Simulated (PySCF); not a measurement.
Rapidly exchanging positions averaged, a single conformation, non-relativistic, isolated molecule. NMR shieldings at PBE0/pcSseg-1/GIAO; geometry from GFN2-xTB; PySCF 2.14.0 with density-fitted response routines.

References, each an isolated molecule treated in the same way: 1H and 13C against TMS. Shifts are as computed. Against solution values, carbons near 30 ppm lie about +3 ppm off and those near 130 ppm about +5 ppm; carbons on Cl a further +6 ppm. Of 1211 compounds with measured shifts, 218 miss one by over three times the rms of a fit or turn the order of signals round; such compounds aren't used in these exercises. Carbons bonded to Cl come out too deshielded.

Q: Order these molecules by the shift of their most deshielded carbon, lowest δ first.
A. C#CC#N
B. C=C[SiH2]C(C)(Cl)Cl
C. Cn1cpc([SiH3])n1
D. CC#CC#CC1CC1

A: D (85.6 ppm, alkyne carbon), A (111.4 ppm, nitrile carbon), B (146.3 ppm, terminal =CH2 carbon), C (172.8 ppm, substituted aromatic carbon next to a ring nitrogen).

Q: Order these molecules by the shift of their most shielded carbon-bound hydrogen, lowest δ first.
A. CC#CC#CC1CC1
B. C#CC#N
C. CC#CC1C=CC=C1
D. c1ccc2c(c1)CC2
E. Cn1cpc([SiH3])n1

A: A (0.68 ppm, hydrogen on a three-membered-ring carbon), B (1.46 ppm, hydrogen on a terminal alkyne carbon), C (1.95 ppm, hydrogen on a propargylic methyl carbon), D (3.27 ppm, hydrogen on an sp3 CH2 on an aromatic ring), E (4.32 ppm, hydrogen on a methyl carbon bonded to N).

Q: How many 13C and 1H signals does each give (equivalence by symmetry and fast rotation, but not about amide C–N or C=N bonds)? `CC#CC#CC1CC1`, `CC#CC1C=CC=C1`, `c1ccc2c(c1)CC2`, `Cn1cpc([SiH3])n1`, `C#CC#N`, `C=C[SiH2]C(C)(Cl)Cl`

A: CC#CC#CC1CC1: 7 C, 4 H; CC#CC1C=CC=C1: 6 C, 4 H; c1ccc2c(c1)CC2: 4 C, 3 H; Cn1cpc([SiH3])n1: 3 C, 3 H; C#CC#N: 3 C, 1 H; C=C[SiH2]C(C)(Cl)Cl: 4 C, 5 H.
